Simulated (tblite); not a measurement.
Record of a relaxation.

Compound: C7H5FS2.
Atom-mapped SMILES: `[CH3:1][c:2]1[cH:3][s:4][c:5]2[c:6]([F:7])[cH:8][s:9][c:10]12` (hydrogens: H11, H12, H13 on C1; H14 on C3; H15 on C8)

Computed with GFN2-xTB (tblite), gas phase: L-BFGS steps from a force-field or distance-geometry start until the largest atomic force falls under 0.01 eV/Å. 9 of its 25 geometries are shown.

Step 0: E = -782.2304 eV, largest atomic force 1.126 eV/Å
```
atom  x, y, z in Å  |  force x, y, z in eV/Å
C1     -0.497   -2.365   -0.101   -0.572  -0.254  -0.052
C2      0.198   -1.087   -0.396    0.463   0.300  -0.026
C3      1.308   -0.909   -1.196   -0.944  -0.360   0.497
S4      1.843    0.724   -1.294   -0.327   0.360   0.396
C5      0.572    1.206   -0.189    0.563   0.760  -0.382
C6      0.149    2.432    0.382   -0.042   0.045   0.146
F7      0.752    3.615    0.162   -0.114  -0.210   0.029
C8     -0.929    2.283    1.204    0.010   0.510   0.028
S9     -1.479    0.653    1.289    0.262  -0.287  -0.264
C10    -0.214    0.151    0.197    0.026  -0.814  -0.229
H11    -0.479   -2.592    0.969   -0.013   0.166  -0.109
H12    -1.557   -2.305   -0.414    0.431   0.048   0.186
H13    -0.050   -3.198   -0.623    0.172  -0.097  -0.158
H14     1.832   -1.660   -1.770   -0.192   0.184   0.204
H15    -1.451    3.058    1.760    0.276  -0.351  -0.266
```

Step 3: E = -782.2915 eV, largest atomic force 0.147 eV/Å
```
atom  x, y, z in Å  |  force x, y, z in eV/Å
C1     -0.506   -2.375   -0.104    0.052  -0.045   0.015
C2      0.197   -1.093   -0.385   -0.001   0.099   0.046
C3      1.282   -0.913   -1.186   -0.032   0.125   0.011
S4      1.830    0.734   -1.278    0.073  -0.090  -0.048
C5      0.579    1.222   -0.197    0.013   0.058  -0.028
C6      0.150    2.435    0.387    0.059   0.015  -0.030
F7      0.748    3.610    0.163    0.030   0.101  -0.002
C8     -0.927    2.287    1.199   -0.038  -0.127  -0.017
S9     -1.462    0.642    1.273    0.048  -0.046  -0.051
C10    -0.203    0.146    0.186   -0.078  -0.072   0.054
H11    -0.481   -2.583    0.964   -0.026   0.000   0.046
H12    -1.547   -2.301   -0.408   -0.075   0.007  -0.005
H13    -0.042   -3.201   -0.631    0.057  -0.029  -0.066
H14     1.819   -1.650   -1.757   -0.107   0.042   0.092
H15    -1.442    3.048    1.752    0.026  -0.040  -0.017
```

Step 6: E = -782.2958 eV, largest atomic force 0.065 eV/Å
```
atom  x, y, z in Å  |  force x, y, z in eV/Å
C1     -0.504   -2.378   -0.104   -0.009   0.023   0.004
C2      0.195   -1.091   -0.380   -0.012   0.004  -0.007
C3      1.276   -0.906   -1.184   -0.002  -0.012   0.005
S4      1.833    0.731   -1.279    0.024   0.032  -0.008
C5      0.580    1.225   -0.200    0.027  -0.007  -0.018
C6      0.153    2.436    0.386   -0.001  -0.002  -0.016
F7      0.749    3.616    0.164   -0.021   0.006   0.023
C8     -0.927    2.281    1.195    0.036   0.007  -0.028
S9     -1.458    0.637    1.269   -0.052   0.007   0.038
C10    -0.203    0.146    0.186    0.015   0.036   0.002
H11    -0.483   -2.582    0.966   -0.006  -0.032  -0.010
H12    -1.549   -2.301   -0.407    0.029  -0.024   0.003
H13    -0.037   -3.203   -0.636    0.005   0.042   0.005
H14     1.808   -1.646   -1.748   -0.034  -0.037   0.012
H15    -1.439    3.043    1.749    0.003  -0.044  -0.005
```

Step 9: E = -782.2968 eV, largest atomic force 0.055 eV/Å
```
atom  x, y, z in Å  |  force x, y, z in eV/Å
C1     -0.504   -2.377   -0.103    0.006   0.009   0.002
C2      0.193   -1.088   -0.379    0.000   0.009   0.007
C3      1.275   -0.905   -1.183    0.002  -0.014   0.001
S4      1.837    0.732   -1.280   -0.020  -0.022   0.009
C5      0.583    1.225   -0.202   -0.005   0.008   0.011
C6      0.155    2.437    0.383    0.000   0.009  -0.001
F7      0.747    3.619    0.167   -0.009   0.000   0.008
C8     -0.925    2.279    1.192   -0.017   0.004   0.013
S9     -1.461    0.637    1.270    0.042   0.016  -0.032
C10    -0.202    0.149    0.187    0.001   0.001  -0.006
H11    -0.484   -2.586    0.966    0.006  -0.012  -0.006
H12    -1.547   -2.303   -0.406   -0.007  -0.008  -0.008
H13    -0.035   -3.198   -0.637    0.016   0.023  -0.002
H14     1.802   -1.650   -1.745   -0.009  -0.032  -0.005
H15    -1.437    3.037    1.748   -0.006   0.008   0.009
```

Step 12: E = -782.2972 eV, largest atomic force 0.029 eV/Å
```
atom  x, y, z in Å  |  force x, y, z in eV/Å
C1     -0.504   -2.375   -0.103   -0.006  -0.014  -0.004
C2      0.193   -1.087   -0.378    0.005  -0.010   0.001
C3      1.274   -0.907   -1.182   -0.003  -0.009   0.001
S4      1.836    0.731   -1.280    0.012  -0.016  -0.013
C5      0.584    1.227   -0.202    0.003   0.005  -0.005
C6      0.155    2.438    0.383   -0.002   0.011   0.011
F7      0.745    3.621    0.169    0.009   0.018  -0.005
C8     -0.925    2.279    1.192   -0.004   0.013   0.005
S9     -1.458    0.638    1.268   -0.022  -0.015   0.011
C10    -0.202    0.151    0.187    0.003  -0.002  -0.003
H11    -0.484   -2.589    0.965    0.005   0.002   0.006
H12    -1.547   -2.305   -0.407   -0.005   0.002  -0.004
H13    -0.032   -3.193   -0.638    0.020  -0.002  -0.015
H14     1.798   -1.655   -1.744   -0.007  -0.004   0.003
H15    -1.438    3.035    1.749   -0.008   0.021   0.010
```

Step 15: E = -782.2974 eV, largest atomic force 0.014 eV/Å
```
atom  x, y, z in Å  |  force x, y, z in eV/Å
C1     -0.504   -2.375   -0.103    0.005  -0.006  -0.003
C2      0.192   -1.087   -0.377   -0.007   0.000   0.003
C3      1.274   -0.908   -1.182   -0.004  -0.001   0.002
S4      1.837    0.728   -1.281   -0.001   0.004   0.002
C5      0.585    1.228   -0.202   -0.002  -0.001  -0.001
C6      0.155    2.439    0.383    0.003  -0.003   0.001
F7      0.745    3.623    0.169   -0.001  -0.005   0.000
C8     -0.925    2.280    1.192    0.002   0.003   0.000
S9     -1.459    0.638    1.268   -0.005   0.012   0.005
C10    -0.201    0.152    0.186   -0.003   0.004   0.005
H11    -0.483   -2.590    0.965    0.001   0.000  -0.005
H12    -1.547   -2.306   -0.408    0.007  -0.003   0.000
H13    -0.028   -3.191   -0.640    0.003  -0.005  -0.005
H14     1.795   -1.659   -1.743   -0.001  -0.001   0.001
H15    -1.439    3.037    1.750    0.003   0.004  -0.003
```

Step 18: E = -782.2974 eV, largest atomic force 0.011 eV/Å
```
atom  x, y, z in Å  |  force x, y, z in eV/Å
C1     -0.503   -2.377   -0.104    0.003   0.005  -0.001
C2      0.192   -1.087   -0.376    0.004   0.005  -0.002
C3      1.273   -0.909   -1.181    0.000   0.008   0.000
S4      1.837    0.728   -1.281   -0.009  -0.005   0.005
C5      0.584    1.228   -0.202   -0.006  -0.003   0.008
C6      0.155    2.439    0.384   -0.001   0.001  -0.003
F7      0.745    3.623    0.169    0.004  -0.001  -0.002
C8     -0.925    2.281    1.192    0.001   0.002   0.000
S9     -1.460    0.640    1.268    0.008   0.001  -0.006
C10    -0.202    0.152    0.187   -0.007  -0.007   0.001
H11    -0.483   -2.591    0.964    0.003  -0.008  -0.001
H12    -1.546   -2.307   -0.408   -0.002  -0.008  -0.004
H13    -0.027   -3.191   -0.641    0.000   0.001   0.001
H14     1.794   -1.659   -1.743   -0.005   0.004   0.005
H15    -1.438    3.038    1.750    0.004   0.006  -0.003
```

Step 21: E = -782.2975 eV, largest atomic force 0.014 eV/Å
```
atom  x, y, z in Å  |  force x, y, z in eV/Å
C1     -0.502   -2.377   -0.105   -0.009  -0.002   0.003
C2      0.191   -1.087   -0.375   -0.001  -0.006   0.001
C3      1.272   -0.909   -1.180    0.000   0.002   0.000
S4      1.835    0.727   -1.280    0.003   0.010  -0.001
C5      0.583    1.227   -0.202    0.003   0.001   0.002
C6      0.155    2.439    0.384   -0.003   0.005  -0.002
F7      0.745    3.623    0.169    0.010   0.001  -0.005
C8     -0.925    2.283    1.193   -0.002  -0.001   0.000
S9     -1.460    0.643    1.269   -0.007  -0.010   0.006
C10    -0.203    0.152    0.189    0.002   0.001  -0.005
H11    -0.481   -2.593    0.962    0.003  -0.010   0.001
H12    -1.545   -2.310   -0.410   -0.004  -0.007  -0.004
H13    -0.025   -3.191   -0.643    0.002   0.008   0.004
H14     1.792   -1.660   -1.741    0.000   0.005   0.001
H15    -1.437    3.041    1.749    0.003   0.005  -0.001
```

Step 24: E = -782.2975 eV, largest atomic force 0.008 eV/Å
```
atom  x, y, z in Å  |  force x, y, z in eV/Å
C1     -0.501   -2.379   -0.105   -0.002  -0.003   0.001
C2      0.189   -1.087   -0.375   -0.005   0.002   0.002
C3      1.271   -0.908   -1.180   -0.002  -0.002   0.002
S4      1.835    0.728   -1.279    0.003   0.002  -0.001
C5      0.583    1.227   -0.200    0.002   0.004  -0.004
C6      0.155    2.440    0.384   -0.001  -0.002   0.002
F7      0.747    3.623    0.168    0.002  -0.007  -0.002
C8     -0.924    2.284    1.193   -0.003  -0.001  -0.002
S9     -1.462    0.644    1.270    0.001   0.005   0.001
C10    -0.204    0.152    0.189    0.002   0.007   0.002
H11    -0.480   -2.597    0.961   -0.004  -0.004   0.002
H12    -1.545   -2.314   -0.412   -0.004  -0.002   0.003
H13    -0.022   -3.191   -0.645    0.005   0.001  -0.002
H14     1.790   -1.660   -1.740    0.006   0.003  -0.005
H15    -1.436    3.044    1.748   -0.001  -0.003   0.001
```

Question: Summarise the path.

Answer: The energy falls by 1.55 kcal/mol from step 0 to step 24; nine tenths of that is first reached at step 3. It falls at every step. The largest force goes from 1.126 to 0.008 eV/Å. Among the bonds S4–C5 changes most, from 1.751 to 1.726 Å; the atoms move by 0.025 Å rms after alignment.

Question: Follow the three bonds and two angles with the largest change from start to end.

Answer: 
```csv
step,E above end (kcal/mol),largest force (eV/Å),S4–C5 (Å),C2–C3 (Å),C1–H12 (Å),C1–C2–C10 (°),C2–C10–C5 (°)
0,1.55,1.126,1.751,1.380,1.106,121.8,112.5
1,0.68,0.725,1.736,1.359,1.092,121.1,112.4
2,0.36,0.293,1.730,1.363,1.087,121.9,113.1
3,0.14,0.147,1.724,1.361,1.087,122.9,114.1
4,0.09,0.116,1.724,1.361,1.088,123.1,114.2
5,0.05,0.098,1.725,1.360,1.090,123.2,114.2
6,0.04,0.065,1.726,1.360,1.090,123.3,114.1
7,0.03,0.049,1.726,1.360,1.090,123.3,114.1
8,0.02,0.050,1.726,1.360,1.090,123.3,114.0
9,0.02,0.055,1.726,1.360,1.089,123.4,114.0
10,0.01,0.035,1.725,1.360,1.089,123.4,114.0
11,0.01,0.032,1.725,1.360,1.089,123.5,114.1
13,0.01,0.034,1.726,1.360,1.089,123.5,114.1
14,0.00,0.023,1.726,1.360,1.089,123.6,114.2
15,0.00,0.014,1.727,1.360,1.089,123.6,114.2
16,0.00,0.012,1.727,1.360,1.089,123.6,114.2
17,0.00,0.012,1.727,1.360,1.089,123.7,114.1
18,0.00,0.011,1.727,1.360,1.089,123.7,114.1
19,0.00,0.011,1.727,1.360,1.089,123.7,114.1
20,0.00,0.012,1.727,1.360,1.089,123.8,114.1
21,0.00,0.014,1.727,1.360,1.089,123.8,114.1
22,0.00,0.014,1.726,1.360,1.089,123.8,114.1
23,0.00,0.011,1.726,1.360,1.089,123.9,114.1
24,0.00,0.008,1.726,1.360,1.089,123.9,114.1
```

What follows is the cost of the whole relaxation. The run took 0.31 s on Arm Neoverse N1, one thread, on a shared host.
